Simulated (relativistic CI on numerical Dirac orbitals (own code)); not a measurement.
# Ta⁴⁹⁺: q coefficients and field-shift factors

Method of calculation: Dirac-Coulomb-Breit CI, orbitals from a KLI potential per configuration, derivatives by finite differences, unscaled Slater integrals, QED left out (own radial code, finite nucleus).

Configuration list (outside the closed core [Ne]): 3s²3p⁶3d⁶, 3s²3p⁵3d⁷, 3s²3p⁴3d⁸, 3s3p⁶3d⁷, 3p⁶3d⁸, 3s3p⁵3d⁸, 3s²3p⁶3d⁵4s, 3s²3p⁶3d⁵4p. Levels of other configurations are missing.

With x = (α/α₀)² − 1 an excitation energy changes as ω = ω₀ + qx; K = 2q/ω₀ is the relative enhancement. Terms are leading LS components, so labels can repeat. The field-shift factor is F = δν/δ⟨r²⟩ for the transition from the lowest level.

Lowest level 3s²3p⁶3d⁶ ³F4.

| Level | ω₀ (cm⁻¹) | q (cm⁻¹) | K | F (GHz/fm²) |
| --- | --- | --- | --- | --- |
| 3s²3p⁶3d⁶ ³P2 | 61104 | 9601 | 0.314 | -0.416 |
| 3s²3p⁶3d⁶ ³P0 | 200402 | 51690 | 0.516 | 1.73 |
| 3s²3p⁶3d⁶ ⁵D3 | 470590 | 541600 | 2.3 | 12.6 |
| 3s²3p⁶3d⁶ ⁵D4 | 484238 | 518600 | 2.14 | 12.4 |
| 3s²3p⁶3d⁶ ⁵D1 | 508368 | 547200 | 2.15 | 12.6 |
| 3s²3p⁶3d⁶ ³G5 | 549336 | 514300 | 1.87 | 12.7 |
| 3s²3p⁶3d⁶ ³H6 | 549678 | 509200 | 1.85 | 12.8 |
| 3s²3p⁶3d⁶ ³F2 | 601755 | 529300 | 1.76 | 12 |
| 3s²3p⁶3d⁶ ³D3 | 613961 | 531200 | 1.73 | 12.8 |
| 3s²3p⁶3d⁶ ³P0 | 690999 | 512500 | 1.48 | 12.4 |
| 3s²3p⁶3d⁶ ¹G4 | 723542 | 544200 | 1.5 | 13.9 |
| 3s²3p⁶3d⁶ ³D2 | 727617 | 564700 | 1.55 | 13.9 |
| 3s²3p⁶3d⁶ ³P1 | 730061 | 552700 | 1.51 | 13.5 |

At this charge energies of transitions that change n are usually good to better than 1 %, and those within a shell (Δn = 0) to a few per cent.
